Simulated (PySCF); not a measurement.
AlFH2Se2.

```xyz
6

Al     0.0000     0.0000    -0.6496
F      0.0000     0.0000    -2.3124
Se     0.0000    -2.0583     0.3798
H      0.0000    -1.4421     1.7164
Se     0.0000     2.0583     0.3798
H      0.0000     1.4421     1.7164
```
Charge 0, spin multiplicity 1.

Geometry: PBE0-D3(BJ)/def2-SVP. The values are those of a single conformer.

All values below come from B3LYP/pcSseg-1 in PySCF. Non-relativistic, no solvent.

Computed absolute GIAO shielding of each atom: isotropic value and principal components (ppm):
```tsv
atom	σ(iso)	σ11	σ22	σ33	span
Al1	363.7	306.9	343.2	441.1	134.2
F2	299.2	217.8	307.4	372.5	154.7
Se3	2107.8	1939.3	2099.8	2284.2	344.9
H4	31.5	21.6	28.3	44.8	23.2
Se5	2107.8	1939.3	2099.8	2284.2	344.9
H6	31.5	21.6	28.3	44.8	23.2
```
